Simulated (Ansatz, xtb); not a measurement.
# CH6AsB+: where a starting geometry ends

The starting geometry of this gas-phase doublet has its atoms placed at random.

```tsv
atom	x (Å)	y (Å)	z (Å)
C	-0.9519	-0.9365	0.8242
As	-1.2641	0.4841	-0.0502
B	1.0791	0.6816	-1.8751
H	-0.4794	1.4093	-0.9135
H	0.4285	-0.7121	0.8793
H	-1.9816	1.0722	1.0864
H	0.0585	0.9705	0.8974
H	-0.6133	-2.0130	-0.0559
H	0.4796	0.3768	-1.1378
```

Q: One run relaxed it with r2SCAN-D4/def2-SVP. What is a likely outcome?

A: It ends as `B[AsH2+][CH2]`. Distances that change by over a tenth: C1–As2 (1.70 → 1.88 Å), As2–H7 (1.70 → 1.50 Å), B3–H9 (1.00 → 1.20 Å). Contacts that open: As2–H4 (1.49 → 2.79 Å). Contacts that close: C1–H5 (1.40 → 1.09 Å), C1–H8 (1.43 → 1.09 Å), As2–B3 (2.98 → 2.06 Å), B3–H4 (1.97 → 1.20 Å).

The energy falls by 12.39 eV over 40 steps:

```json
{"step": "1", "E − E(last) (eV)": "12.394"}
{"step": "5", "E − E(last) (eV)": "4.867"}
{"step": "10", "E − E(last) (eV)": "2.655"}
{"step": "14", "E − E(last) (eV)": "1.051"}
{"step": "18", "E − E(last) (eV)": "0.035"}
{"step": "23", "E − E(last) (eV)": "0.017"}
{"step": "27", "E − E(last) (eV)": "0.015"}
{"step": "31", "E − E(last) (eV)": "0.011"}
{"step": "36", "E − E(last) (eV)": "0.001"}
{"step": "40", "E − E(last) (eV)": "0.000"}
```

Final geometry (Å):

```xyz
9

C    -0.6113   -1.2319    0.6735
As   -0.6255    0.6413    0.4725
B     0.2079    1.0069   -1.3718
H    -0.5505    1.0121   -2.2965
H     0.2856   -1.7217    1.0639
H    -2.0414    1.1121    0.6067
H     0.1405    1.2373    1.6141
H    -1.4503   -1.8186    0.2881
H     1.4003    1.0954   -1.3956
```

From the same start GFN2-xTB reaches the same bonding as this run.

From so rough a start the end depends on the optimiser's path, so another program may land elsewhere. No frequencies were run, so the end isn't proven a minimum. Open shells are spin-unrestricted. Run with Ansatz 0.2.0, 3.6 min on 2 threads of Intel(R) Xeon(R) Platinum 8259CL CPU @ 2.50GHz (Skylake/Cascade Lake) (shared host).
